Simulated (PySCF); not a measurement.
## Magnetic susceptibility: `o1c(C(OC)=O)cpc1`, C$_{5}$H$_{5}$O$_{3}$P

Geometry:
```tsv
atom	x (Å)	y (Å)	z (Å)
C1	-2.676	0.426	-0.398
O2	-1.262	0.548	-0.357
C3	-0.602	-0.480	0.187
O4	-1.130	-1.472	0.627
C5	0.853	-0.254	0.182
C6	1.809	-1.108	0.664
P7	3.421	-0.437	0.454
C8	2.658	0.925	-0.260
O9	1.331	0.885	-0.335
H10	-3.077	0.322	0.612
H11	-3.043	1.336	-0.865
H12	-2.964	-0.451	-0.982
H13	1.571	-2.057	1.107
H14	3.111	1.816	-0.659
```

Computed with GIAO BHandHLYP/pcSseg-0 magnetisability, rotational g tensor and spin-rotation constants, non-relativistic, gas phase (PySCF). Geometry: GFN2-xTB.

**Question.** What are the magnetisability and the molar susceptibility?

**Answer.** Isotropic -1375 × 10⁻³⁰ J/T², or -82.8 × 10⁻⁶ cm³/mol; principal values -2012, -1132, -981 × 10⁻³⁰ J/T², anisotropy 964 × 10⁻³⁰ J/T² (root of half the summed squared differences of the principal values). The susceptibility is in cgs units.

**Question.** Split it along the inertial axes a, b, c into diamagnetic and paramagnetic parts about the centre of mass, with the quadrupole moment.

**Answer.** 
| axis | χ (10⁻⁶ cm³/mol) | diamagnetic (10⁻⁶ cm³/mol) | paramagnetic (10⁻⁶ cm³/mol) | summed x² of all electrons (Å²) | quadrupole Θ (D Å) |
| --- | --- | --- | --- | --- | --- |
| a | -68.2 | -387.5 | 319.4 | 342.8 | +7.66 |
| b | -59.1 | -1513.7 | 1454.7 | 77.3 | -4.97 |
| c | -121.2 | -1782.2 | 1661.0 | 14.0 | -2.69 |

Anisotropies 2χaa − χbb − χcc = +43.9 and 2χbb − χaa − χcc = +71.2 × 10⁻⁶ cm³/mol. Θ is traceless in Buckingham's convention.

**Question.** And the rotational g tensor?

**Answer.** 
```
axis  rotational constant (GHz)        g  nuclear part  electronic part
   a                     4.2463  -0.0776        0.5595          -0.6371
   b                     0.8117  -0.0155        0.5392          -0.5547
   c                     0.6843  +0.0065        0.5405          -0.5340
```
Asymmetric top; isotopes 12C, 1H, 16O, 31P; no vibrational averaging.
